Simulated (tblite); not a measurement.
C4H12Si3.
Geometry (GFN2-xTB, Å), atoms numbered from 1 in this order:
```xyz
19
C4H12Si3 angstrom
C      4.018   -0.361    0.086
C      2.827   -0.449    0.021
C      1.380   -0.500   -0.050
C      0.763    0.885    0.158
Si    -1.153    0.818    0.095
Si    -1.792    0.137   -2.035
Si    -1.877   -0.515    1.859
H      5.064   -0.300    0.141
H      1.013   -1.191    0.718
H      1.089   -0.897   -1.028
H      1.152    1.564   -0.604
H      1.099    1.279    1.120
H     -1.567    2.221    0.320
H     -0.992    0.714   -3.120
H     -1.679   -1.319   -2.183
H     -3.189    0.472   -2.321
H     -3.205   -0.130    2.338
H     -1.974   -1.922    1.452
H     -0.988   -0.496    3.026
```

All values are computed: GFN2-xTB (tblite) harmonic vibrations without scaling, gas phase. Against measured fundamentals such values can be off by several per cent, at times by over 20. Modes of hydrogen on silicon can be 10 to 20 % off. One conformer, not necessarily the lowest.

Harmonic wavenumbers (cm⁻¹): 38.3, 47.2, 53.0, 64.0, 80.0, 94.0, 147.0, 157.2, 269.5, 303.2, 373.2, 400.6, 410.9, 416.9, 452.0, 458.3, 491.4, 584.2, 618.7, 641.2, 658.8, 720.8, 755.4, 772.8, 801.0, 813.9, 819.3, 823.2, 829.4, 904.7, 988.0, 1068.3, 1124.6, 1212.2, 1255.3, 1324.1, 1454.9, 1490.0, 2090.1, 2204.8, 2217.3, 2220.3, 2225.2, 2241.6, 2247.6, 2293.1, 2921.6, 2939.8, 2961.5, 2977.9, 3396.4.

A = 1624, B = 770.6, C = 586.0 MHz; mass 144.025 u (most abundant isotopes); point group C1, symmetry number 1.

Zero-point energy?

½Σν̃ = 28427 cm⁻¹ = 340.07 kJ/mol.

Give the ideal-gas entropy at 500 K and 1 bar in the rigid-rotor, harmonic-oscillator model (classical rotation).

Translation 181.59, rotation 133.90, vibration 293.45: S = 608.9 J/(mol K).

And Cp and H(500 K) − H(0)?

Cp = 271.61 J/(mol K), of which vibrations give 238.35 (their classical limit is 51 R = 424.0); H(500 K) − H(0) = 85.65 kJ/mol without the zero-point energy, 69.02 from vibrations.

Blend soft modes into free rotors: weight 1/[1 + (100 cm⁻¹/ν̃)⁴] for the oscillator and the rest for a rotor with moment μB/(μ + B), μ = h/(8π²ν), B = 10⁻⁴⁴ kg m². What vibrational entropy results?

257.94 J/(mol K) in place of 293.45, which changes −T·S at 500 K by +17.76 kJ/mol.

How do the functions run with temperature in this model?

| T (K) | S (J/(mol K)) | Cp (J/(mol K)) | H − H(0) (kJ/mol) | G − H(0) (kJ/mol) | ln q(vib) |
| --- | --- | --- | --- | --- | --- |
| 150 | 375.9 | 126.8 | 12.78 | -43.61 | 5.84 |
| 250 | 453.1 | 179.3 | 28.12 | -85.16 | 9.80 |
| 298.15 | 486.6 | 201.8 | 37.30 | -107.79 | 11.61 |
| 400 | 551.7 | 241.3 | 59.95 | -160.73 | 15.28 |
| 600 | 660.7 | 296.3 | 114.09 | -282.34 | 21.92 |
| 900 | 791.8 | 349.6 | 211.62 | -501.00 | 30.66 |

q(vib) and H(0) count from the zero-point level.

Which modes carry the vibrational entropy at 500 K?

38.3 cm⁻¹: 26.66; 47.2 cm⁻¹: 24.92; 53.0 cm⁻¹: 23.96; 64.0 cm⁻¹: 22.39; 80.0 cm⁻¹: 20.54; 94.0 cm⁻¹: 19.21 J/(mol K); the other 45 give 155.77 together.

Hindered rotation and anharmonicity are outside this model. Other conformers, if any are populated, would add a mixing term that is left out.
